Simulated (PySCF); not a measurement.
Computed IR spectrum (relative IR intensity) of a molecule C2H4ClFOSi. Geometry: PBE-D3(BJ)/def2-SVP. Other conformers were not sampled. Level of theory: PBE-D3(BJ)/def2-SVP run with PySCF. Frequencies are harmonic and unscaled.

Lines under 2 % of the strongest are left out, and lines within 2 cm⁻¹ are merged.

| ν (cm⁻¹) | relative intensity |
|---|---|
| 43 | 2.4 |
| 62 | 3.8 |
| 216 | 5.9 |
| 268 | 5.7 |
| 474 | 8.4 |
| 535 | 30 |
| 667 | 8.8 |
| 703 | 54 |
| 790 | 17 |
| 833 | 59 |
| 880 | 52 |
| 923 | 20 |
| 989 | 51 |
| 1108 | 5.7 |
| 1115 | 57 |
| 1346 | 5.7 |
| 1370 | 5.1 |
| 1786 | 100 |
| 2233 | 43 |
| 2803 | 53 |

### Question
Which molecule gave these data?
A. C=C[Si@](O)(F)Cl
B. O[Si@@H](F)/C=C\Cl
C. F[Si@@]1(Cl)CCO1
D. O=CC[Si@@H](F)Cl

### Answer
D, O=CC[Si@@H](F)Cl
